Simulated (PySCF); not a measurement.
**Ho(64+): ionisation energy**

Ho(64+) [He] 2s1 (2S) → Ho(65+) 1s2 (1S), as a difference of total energies. Calculation: PySCF 2.14, in an even-tempered Gaussian basis (18 s from 42 bohr⁻², ratio 2.2; 8 p from 63 bohr⁻², ratio 2.4; 5 d from 190 bohr⁻², ratio 2.4; 5 f from 280 bohr⁻², ratio 2.4; 4 g from 430 bohr⁻², ratio 2.4); scalar relativity by spin-free X2C-1e. Correlated levels: nothing frozen; virtual orbitals above 40 to 60 times the deepest correlated orbital energy dropped. The calculations carry no spin-orbit coupling.

| method | ionisation energy (eV) |
| --- | --- |
| UHF | 15764.5 |
| LDA | 15753.4 |
| PBE | 15771.2 |
| PBE0 | 15769.6 |
| r2SCAN | 15760.7 |
| PBEsol | 15762.8 |
| TPSS | 15769.7 |
| MP2 (all electrons) | 15764.7 |
| SCS-MP2 (all electrons) | 15764.7 |

For this ion Breit and QED terms and the two-electron picture change, all absent here, outweigh the differences among the correlated methods.

For comparison: 15745.77 ± 0.11 eV (theoretical estimate listed by NIST; NIST Atomic Spectra Database, ionization energies).
